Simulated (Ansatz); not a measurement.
What each rung costs, and what it gives

Saddle point of AlNH$_{4}$Cl$_{2}$, singlet (AlNH₂Cl₂ ([NH2][Al]([Cl])[Cl]) + H₂ → AlHCl₂ ([Cl][AlH][Cl]) + NH₃ (still joined by a long Al–N bond); bonds formed: Al1–H6, N2–H5; bonds broken: H5–H6; bonds weakened to dative contacts: Al1–N2), PBE0-D4/def2-TZVP structure:

```
8
angstrom
Al -0.6230 -0.3391 -0.4307
N 0.5804 0.2149 0.8791
Cl -0.4317 -2.3318 -1.0362
Cl -2.4760 0.6306 -0.4110
H 0.8362 0.6696 -0.4387
H 0.5112 0.6459 -1.3891
H 0.3376 0.9271 1.5551
H 1.2654 -0.4174 1.2714
```

Barriers are electronic and count from the start structure reached by relaxing down the imaginary mode.

Ansatz 0.2.0; basis: as named in each row; cores frozen in the correlated methods. B3LYP uses VWN-RPA correlation. Extrapolation: Hartree–Fock as exp(−7.88 √X), correlation as X^−2.97.

Times are rough, for one single point on 4 threads of a shared host (Arm Neoverse V2).

The estimate by CCSD(T) at an estimated basis limit (MP2 extrapolated from triple and quadruple zeta, plus CCSD(T) − MP2 in triple zeta) is 0.907 eV.

| method | basis | time (s) | barrier (eV) | method less estimate |
| --- | --- | --- | --- | --- |
| HF | STO-3G | under 1 | 1.604 | 0.697 |
| PBE-D4 | STO-3G | under 1 | 0.601 | -0.306 |
| SPW92 | def2-SVP | under 1 | 0.234 | -0.673 |
| B3LYP-D4 | 6-31G | under 1 | 0.952 | 0.045 |
| PBE-D4 | def2-SVP | under 1 | 0.486 | -0.420 |
| PBE0-D4 | def2-SVP | under 1 | 0.582 | -0.324 |
| SPW92 | def2-TZVPP | under 1 | 0.389 | -0.517 |
| CCSD(T) | def2-SVP | 1 | 0.790 | -0.116 |
| PBE-D4 | def2-TZVPP | 2 | 0.636 | -0.270 |
| BLYP-D4 | def2-TZVPP | 2 | 0.792 | -0.115 |
| B3LYP-D4 | def2-TZVPP | 2 | 0.839 | -0.067 |
| BHLYP-D4 | def2-TZVPP | 2 | 0.945 | 0.038 |
| CAM-B3LYP-D4 | def2-TZVPP | 2 | 0.849 | -0.057 |
| PBE0-D4 | def2-TZVPP | 2 | 0.719 | -0.188 |
| RPA on PBE | def2-TZVPP | 3 | 0.886 | -0.021 |
| wB97M-V | def2-SVP | 3 | 0.697 | -0.209 |
| r2SCAN-D4 | def2-TZVPP | 3 | 0.697 | -0.210 |
| B2PLYP | def2-TZVPP | 4 | 0.876 | -0.030 |
| PBE-QIDH | def2-TZVPP | 4 | 0.816 | -0.091 |
| r2SCAN0-D4 | def2-TZVPP | 4 | 0.769 | -0.138 |
| wB97X-V | def2-TZVPP | 6 | 0.869 | -0.038 |
| B97M-V | def2-TZVPP | 6 | 0.727 | -0.179 |
| wB97M-V | def2-TZVPP | 6 | 0.891 | -0.016 |
| MP2 | def2-QZVPP | 11 | 0.903 | -0.004 |
| CCSD(T) | def2-TZVPP | 45 | 0.902 | -0.005 |

All methods are single points on the PBE0-D4 structures.

No T1 diagnostic of these runs exceeds 0.010.

Labels in which every atom is bracketed show which atoms are joined, not bond orders.
